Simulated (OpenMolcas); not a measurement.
## P I: CASPT2 settings compared

| Item | Value |
| --- | --- |
| Program | OpenMolcas 26.06 |
| Basis | ANO-R1 [4s3p1d] |
| Scalar Hamiltonian | X2C, finite nucleus |
| Active space | 3 electrons in 3 orbitals (3p) |
| State averaging | 2S+1 = 4 odd, 1 root; 2S+1 = 2 odd, 8 roots kept (CI in the orbitals of an earlier block) |
| Spin-orbit coupling | RASSI with atomic mean-field integrals over the reference wave functions, term energies averaged over their components |

Methods on the same reference wave functions:
A. CASSCF
B. SS-CASPT2, IPEA 0.1 Eh, no level shift (closed shells correlated: 2s 2p 3s)
C. SS-CASPT2, IPEA 0.2 Eh, no level shift (closed shells correlated: 2s 2p 3s)
D. XMS-CASPT2, IPEA 0.6 Eh, sigma2 regulariser 0.15 Eh (closed shells correlated: 3s)

Energies in cm-1 above 3s2 3p3 4S* 3/2, the measured ground level; measured values from NIST Handbook of Basic Atomic Spectroscopic Data.

```tsv
Level	A	B	C	D	Measured
3s2 3p3 4S* 3/2	0.0	0.0	0.0	0.0	0.0
3s2 3p3 2D* 3/2	15816	14310	14130	12630	11361
3s2 3p3 2D* 5/2	15821	14320	14140	12640	11377
3s2 3p3 2P* 1/2	26367	23060	22890	20950	18723
3s2 3p3 2P* 3/2	26375	23070	22900	20960	18748
```

Deviations, from unrounded energies. A percentage is the sum of absolute deviations over the sum of measured energies, with the sign that they share, or ± where signs differ.

| Against measurement | Levels | A | B | C | D |
| --- | --- | --- | --- | --- | --- |
| mean absolute deviation (cm-1) | 4 | 6000 | 3600 | 3500 | 1700 |
| other terms of the ground configuration (%) | 4 | +40.1 | +24.2 | +23.0 | +11.6 |

D lies closest to measurement on these levels and A furthest from it. The largest miss of D in the table is 3s2 3p3 2P* 1/2, by +2200 cm-1. The ranking rests on the paired levels alone, and a cruder setting can come out closer through cancelling errors.

Among B to D the level of the table that moves most is 3s2 3p3 2P* 1/2, by 2100 cm-1 (lowest in D, highest in B). Moves below CASPT2's spread within the term are not significant.

The mean deviations of B to D differ by less than CASPT2's widest spread within a term (2900 cm-1), so their order carries little weight.

From A to B the spin-free energies of the other terms of 3s2 3p3 shown, above 4S*, scale by factors of 0.87 to 0.90.

The lowest spin-free term lies below A's lowest term by 0.079 hartree in B, 0.075 hartree in C, 0.051 hartree in D.

CASPT2 does not keep the components of a term degenerate, so their means are used; among the terms shown or strongly mixed into the levels shown the widest spread is 2900 cm-1 (3s2 3p3 2D*, D). Terms from blocks run as CI alone lack orbitals of their own. With the s shell closed, the reference lacks s² → p² mixing. Without dynamic correlation excited terms often stand tens of per cent too high (terms of higher spin than the ground term too low), and those without a measured partner can miss by more than the paired ones (holds for A). Some terms miss by over 15 % even with CASPT2, which points to a basis or an active space too small for the shells correlated (holds for B; C). Computed and measured levels are paired by configuration, term and J; levels that our copy of the source lacks, or whose pairing is in doubt (as where it misses far off the trend of its configuration), stay unpaired and out of the deviations. Levels of configurations outside the active space are missing.

* marks odd parity.
